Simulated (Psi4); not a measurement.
Input for Psi4:
```
memory 2 GB

molecule {
0 1
  Sb   -0.00127204   -0.00020328    0.05505928
  H    -0.86470800   -1.02953603   -0.96029863
  H    -0.42963901    1.28781420   -0.94169143
  H     1.35922110   -0.24791083   -0.90603314
}

set basis def2-svp

energy('m06')
print_variables()
```

**Question.** What nuclear repulsion energy does Psi4 with M06/def2-SVP give?

**Answer.** 22.3552 Eh

**Question.** Estimate the number of basis functions that M06/def2-SVP returns for this input.

**Answer.** 41

**Question.** Give the dipole moment at the level M06/def2-SVP.

**Answer.** 0.40 D
